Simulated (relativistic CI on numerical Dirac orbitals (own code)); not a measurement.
How well does a small relativistic CI reproduce Ar III?

Calculated at this level of theory: Dirac-Coulomb-Breit CI, separate exchange-only KLI orbitals for each configuration, a model potential for QED, valence Slater integrals scaled by 0.85, configuration energies shifted to the measured levels that pair with them (semi-empirical) (own radial code, finite nucleus).

Configuration list (outside the closed core [Ne]): 3s2.3p4, 3s.3p5, 3s2.3p3.3d, 3s2.3p3.4s, 3s2.3p3.4p, 3p6, 3s2.3p2.3d2, 3s.3p4.3d, 3s2.3p3.4d, 3p4.3d2, 3s2.3p3.5s, 3s2.3p2.3d.4s, 3s2.3p3.5p, 3s2.3p3.4f, 3s2.3p2.4s2, 3s2.3p2.3d.4p, 3s2.3p3.5d, 3s2.3p3.5f, 3s2.3p3.5g, 3s2.3p2.4s.4p, 3s.3p4.4s, 3p5.3d, 3p5.4s, 3s2.3p2.4p2, 3s.3p4.4p, 3s.3p3.3d2, 3p5.4p, 3s.3p3.3d.4s, 3s.3p3.4s2, 3s.3p3.3d.4p. Levels of other configurations are missing.

```tsv
Configuration	Term (tabulated)	J	Measured (cm⁻¹)	Computed	Error	Purity (%)
3s2.3p4	3P	2	0.0	0	0	96
3s2.3p4	3P	1	1112.2	1100	-13	97
3s2.3p4	3P	0	1570.2	1548	-22	96
3s2.3p4	1D	2	14010.0	13920	-90	96
3s2.3p4	1S	0	33265.7	30963	-2303	94
3s.3p5	3P°	2	113800.5	113818	17	76
3s.3p5	3P°	1	114797.4	114802	5	76
3s.3p5	3P°	0	115328.0	115325	-3	76
3s2.3p3.3d	5D°	1	144885.5	144331	-554	97
3s2.3p3.3d	5D°	2	144890.7	144331	-560	97
3s2.3p3.3d	5D°	3	144897.5	144331	-566	97
3s2.3p3.3d	5D°	4	144911.3	144337	-574	97
3s2.3p3.3d	3D°	3	156915.5	156537	-379	97
3s2.3p3.3d	3D°	2	156922.6	156543	-379	97
3s2.3p3.3d	3D°	1	157029.8	156645	-385	97
3s2.3p3.3d	1S°	0	161849.9	161821	-29	97
3s2.3p3.3d	3F°	2	162757.3	163471	714	97
3s2.3p3.3d	3F°	3	163076.2	163767	691	97
3s2.3p3.3d	3F°	4	163477.0	164137	660	97
3s2.3p3.3d	3G°	3	172100.1	173221	1121	98
3s2.3p3.3d	3G°	4	172136.6	173246	1110	98
3s2.3p3.3d	3G°	5	172191.5	173292	1100	98
3s2.3p3.4s	5S°	2	174378.5	173165	-1213	97
3s2.3p3.3d	1G°	4	175665.6	176556	890	97
3s2.3p3.3d	1D°	2	179529.5	179512	-18	97
3s2.3p3.4s	3S°	1	180678.3	179426	-1253	96
3s2.3p3.3d	3F°	4	186402.9	187342	939	96
3s2.3p3.3d	3F°	3	186658.2	187621	963	92
3s2.3p3.3d	3F°	2	186904.0	187852	948	97
3s2.3p3.3d	3D°	1	187172.0	185639	-1533	96
3s2.3p3.3d	3D°	2	187823.9	186257	-1567	95
3s2.3p3.3d	3P°	0	188145.1	186929	-1216	96
3s2.3p3.3d	3P°	1	188517.9	187324	-1194	96
3s2.3p3.3d	3D°	3	188714.9	187118	-1597	91
3s2.3p3.3d	3P°	2	189380.8	188221	-1160	96
3s2.3p3.4s	3D°	1	196590.6	196633	42	95
3s2.3p3.4s	3D°	2	196615.2	196662	47	95
3s2.3p3.4s	3D°	3	196680.8	196728	47	96
3s2.3p3.4s	1D°	2	199763.4	199722	-41	96
3s2.3p3.3d	1F°	3	200317.9	198996	-1322	96
3s2.3p3.4p	5P	1	204570.0	203570	-1000	97
3s2.3p3.4p	5P	2	204655.8	203653	-1003	96
3s2.3p3.3d	3S°	1	204728.4	208526	3798	66
3s2.3p3.4p	5P	3	204803.3	203793	-1010	97
3s2.3p3.4p	3P	1	209126.2	208140	-987	96
3s2.3p3.4p	3P	2	209150.9	208157	-994	96
3s2.3p3.4p	3P	0	209165.6	208176	-989	97
3s2.3p3.3d	3D°	3	210212.7	210626	413	86
3s2.3p3.3d	3D°	2	211005.6	211444	438	85
3s2.3p3.3d	3D°	1	211565.0	212014	449	82
3s2.3p3.3d	1D°	2	219337.5	222107	2769	91
3s2.3p3.4p	1P	1	223663.2	224016	353	84
3s2.3p3.3d	1F°	3	224334.1	224477	143	86
3s2.3p3.4p	3D	2	225149.2	225181	31	95
3s2.3p3.4p	3D	1	225156.6	225207	50	84
3s2.3p3.4p	3D	3	225404.1	225404	0	94
3s2.3p3.4p	3F	2	226357.0	226419	62	95
3s2.3p3.4p	3F	3	226504.2	226553	48	93
3s2.3p3.4p	3F	4	226646.7	226699	52	97
3s2.3p3.4p	1F	3	227244.2	227206	-38	96
3s2.3p3.4p	3P	2	231342.2	231491	149	96
```

Measured levels from Saloman, J. Phys. Chem. Ref. Data 39, 033101 (2010); pairs were made by configuration, J and term (by order where the table uses no LS term), so strongly mixed levels may be paired wrongly.

Mean error by configuration (cm⁻¹): 3s2.3p4 -607; 3s.3p5 6; 3s2.3p3.3d 129; 3s2.3p3.4s -395; 3s2.3p3.4p -352. Over the excited levels the mean absolute error is 701 cm⁻¹ (60 of the 69 excited levels that our extract of the source holds in range could be paired, and the others can miss by more), and the median relative error of those above 1,000 cm⁻¹ is 0.41 %, both after the shifts were fitted to these levels, so that a configuration with one level shows no error.

Configurations whose levels could be paired with our table of measured levels were shifted onto them, all but the ground configuration, by the median error of their levels; single terms can still be off by 1,000 to 2,000 cm⁻¹ or more, and rates follow the energies as ν³ (E1, M1) or ν⁵ (E2). The others borrow a shift and can be off by several thousand cm⁻¹ or more. The fine structure of a lone outer electron comes out too small, for d and f at times inverted, and misplaced configurations move strength between like terms. 60 of the 69 excited levels that our extract of the measured tables holds in this range could be paired (the sources list more); they are missed by 701 cm⁻¹ on average and 3798 at most, after the shifts were fitted to these levels, and levels without a partner can miss by more.

Shifts applied (cm⁻¹): 3s2.3p4 0; 3s.3p5 -6061; 3s2.3p3.3d -6378; 3s2.3p3.4s -4876; 3s2.3p3.4p -5070.
